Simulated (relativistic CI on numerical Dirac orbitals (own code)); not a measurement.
# Zn³⁺: L2,3 absorption edge

Computed with this model: Dirac-Coulomb-Breit CI, separate exchange-only KLI orbitals for each configuration, model QED, multiplet model of core-to-valence dipole absorption, unscaled Slater integrals; configurations [Ar] 3d9 → [He] 2s2 2p5 3s2 3p6 3d10; 300 K; Lorentzian 0.4 eV and Gaussian 0.3 eV FWHM. Energies are those of the free ion, without screening or charge transfer. The branching ratio is the share of the lower-energy edge in the whole absorption, uncertain by about 0.02 where the edges overlap. S is read from ⟨S²⟩ = S(S + 1).

Field parameters in Wybourne normalisation: D4h B²₀ = −7Ds, B⁴₀ = 21(Dq − Dt), B⁴₄ = 21√(5/14) Dq. The field is a parameter set, without covalency.

free ion: ground-state S = 0.50, centroid 1013.93 eV. Peaks (eV, height): 1013.9 (100).

D4h, 10Dq = 24900, Ds = -1500, Dt = 20 cm⁻¹: ground-state S = 0.50, centroid 1022.66 eV, branching ratio 0.716. Peaks (eV, height): 1016.0 (100), 1039.5 (39).

D4h, 10Dq = 24900, Ds = -860, Dt = 20 cm⁻¹: ground-state S = 0.50, centroid 1022.48 eV, branching ratio 0.717. Peaks (eV, height): 1015.9 (100), 1039.3 (40).

D4h, 10Dq = 24900, Ds = -210, Dt = 20 cm⁻¹: ground-state S = 0.50, centroid 1022.29 eV, branching ratio 0.718. Peaks (eV, height): 1015.7 (100), 1039.1 (39).

D4h, 10Dq = 24900, Ds = 430, Dt = 20 cm⁻¹: ground-state S = 0.50, centroid 1022.37 eV, branching ratio 0.718. Peaks (eV, height): 1015.8 (100), 1039.2 (40).

D4h, 10Dq = 24900, Ds = 1070, Dt = 20 cm⁻¹: ground-state S = 0.50, centroid 1022.55 eV, branching ratio 0.717. Peaks (eV, height): 1015.9 (100), 1039.4 (39).

The statistical ratio of this edge is 2/3 = 0.667. Values above it arise where the holes sit mainly in the j = l + 1/2 valence subshell or the ground state has high spin; values below it where core-valence Coulomb terms move weight to the upper edge, as in nearly empty shells.

Strongest unbroadened transitions for D4h, 10Dq = 24900, Ds = 430, Dt = 20 cm⁻¹:

| Energy (eV) | Relative strength |
| --- | --- |
| 1015.76 | 100.0 |
| 1039.20 | 39.3 |
